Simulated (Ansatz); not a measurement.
CH₄BFO₂, relaxed with RKS PBE-D4/def2-SVP in Ansatz from a rough embedded geometry. The force threshold is 0.03 eV/Å; the program also tests the step.

Total charge 0; spin multiplicity 1. The bonds changed during the relaxation, so this is another structure than the one it started from.

Start:

```xyz
9

B    -0.183    0.031    1.140
C    -0.096   -0.426   -0.341
O     1.247   -0.402   -0.754
O    -0.891    0.282   -1.186
F    -0.556   -1.728   -0.372
H    -0.889    1.021    1.453
H     0.363   -0.514    2.033
H     1.560    0.465   -0.749
H    -0.555    1.270   -1.225
```

| step | energy (eV) | largest force (eV/Å) | largest move (Å) |
| --- | --- | --- | --- |
| 1 | -8571.9276 | 3.514 | 0.000 |
| 2 | -8572.2736 | 1.311 | 0.122 |
| 3 | -8572.3579 | 0.467 | 0.163 |
| 4 | -8572.4703 | 0.440 | 0.200 |
| 5 | -8572.4806 | 2.171 | 0.195 |
| 6 | -8572.6770 | 0.720 | 0.171 |
| 7 | -8572.7611 | 0.729 | 0.127 |
| 8 | -8572.8335 | 0.743 | 0.196 |
| 9 | -8572.8640 | 0.717 | 0.056 |
| 10 (rejected) | -8572.8227 | 1.911 | 0.174 |
| 11 | -8572.9075 | 0.219 | 0.085 |
| 17 | -8572.9602 | 1.341 | 0.075 |
| 23 | -8573.0961 | 0.343 | 0.098 |
| 29 | -8573.2720 | 1.605 | 0.195 |
| 35 | -8573.4250 | 0.094 | 0.019 |
| 41 | -8573.4454 | 0.144 | 0.150 |
| 47 | -8573.4787 | 0.230 | 0.030 |
| 53 | -8573.5825 | 0.992 | 0.146 |
| 59 (rejected) | -8574.1572 | 2.400 | 0.200 |
| 65 | -8574.4001 | 0.030 | 0.004 |
| 71 | -8574.4031 | 0.119 | 0.061 |
| 77 | -8574.4155 | 0.297 | 0.035 |
| 83 | -8574.4637 | 0.081 | 0.078 |
| 89 | -8574.4921 | 0.661 | 0.195 |
| 95 | -8574.5490 | 0.012 | 0.008 |

End:

```xyz
9

B     0.570    0.207    0.555
C    -0.836   -0.432    0.154
O     1.200    0.863   -0.457
O    -1.395    0.057   -1.005
F    -0.439   -1.806   -0.003
H     1.088    0.061    1.647
H    -1.629   -0.433    0.933
H     2.099    1.163   -0.233
H    -0.657    0.320   -1.592
```

Hardware: 2 threads of an Arm Neoverse V2 on a shared host. Wall time 2.1 min, peak host memory 0.15 GiB.
